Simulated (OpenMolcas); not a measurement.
## Fe4+, Ru4+, Os4+: d⁴ down the group

```yaml
Program: OpenMolcas 26.06
Method: MS-RASPT2, IPEA 0.25 Eh, imaginary shift 0.1 Eh
Basis: ANO-RCC-VQZP
Scalar_Hamiltonian: DKH2, point nucleus
Spin-orbit_coupling: state interaction with AMFI integrals over the reference wave functions, term energies averaged over their components
```

Active space for each ion: 10 electrons in 8 orbitals (RAS1 p, at most 2 holes; RAS2 d); closed shells correlated by CASPT2: Fe4+ 3s; Ru4+ 4s; Os4+ 5s.

Computed levels in cm-1 above ⁵D₀:

```tsv
Level	Fe4+	Ru4+	Os4+
⁵D₁	151	491	4430
⁵D₂	442	1313	8300
⁵D₃	859	2340	11310
⁵D₄	1384	3500	13320
³P₀(1)	24670	16980	19130
³H₄	25180	17870	21100
³H₅	25510	19040	26220
³P₁(1)	25570	19430	25780
³H₆	25860	19980	28430
weight of ⁵D in the lowest level (%)	100	97	64
```

Mixed levels, with the weight of the term that names them: Os4+ ⁵D₀ (64 %), Os4+ ⁵D₄ (68 %), Os4+ ³P₀(1) (52 %), Os4+ ³H₄ (57 %), Os4+ ³H₆ (73 %).

Measured, with the error of the calculation in %. Measured levels: Fe4+ from Corliss and Sugar, J. Phys. Chem. Ref. Data 11, 135 (1982); Os4+ from the list in Palmeri et al., Atoms 14, 22 (2026).

```tsv
Level	Fe4+	Os4+
⁵D₁	142 (+6.1)	4311 (+2.8)
⁵D₂	417 (+6.0)	8083 (+2.7)
⁵D₃	803 (+7.0)	11018 (+2.7)
⁵D₄	1283 (+7.9)	12966 (+2.7)
³P₀(1)	24055 (+2.5)	
³H₄	24932 (+1.0)	20374 (+3.6)
³H₅	25226 (+1.1)	25344 (+3.5)
³P₁(1)	24973 (+2.4)	24680 (+4.5)
³H₆	25528 (+1.3)	27669 (+2.8)
```

The fine-structure level ⁵D₄ changes by a factor of 9.62 from Fe4+ to Os4+.

Without spin-orbit coupling ³P(1) lies 25450, 18620, 16280 cm-1 above ⁵D in that order; the difference to the level ³P₀(1), of either sign, comes from spin-orbit coupling, which also lowers the zero.

Term energies are means over components that CASPT2 splits; among the terms shown or strongly mixed into the levels shown the widest spread is 1400 cm-1 (5d⁴ ¹I, Os4+). Active for correlation alone: 3p; no level in the range computed is led by a configuration that opens it, so any true level of that kind is missing (holds for Fe4+). Active for correlation alone: 4p; no level in the range computed is led by a configuration that opens it, so any true level of that kind is missing (holds for Ru4+). Active for correlation alone: 5p; no level in the range computed is led by a configuration that opens it, so any true level of that kind is missing (holds for Os4+). The CASPT2 spread within a term exceeds the gap to the next term for 5d⁴ ¹I and 5d⁴ ³D, so the order of their levels is uncertain (holds for Os4+). Measured partners are found by configuration, term and J. A level has none where our copy of the source lacks it or the pairing is in doubt (some pairs that miss far off the trend of their configuration count as doubtful), and it then counts in no deviation. Levels of configurations outside the active space are missing.

A number in round brackets counts repeated terms of one configuration in the order of the reference energies.
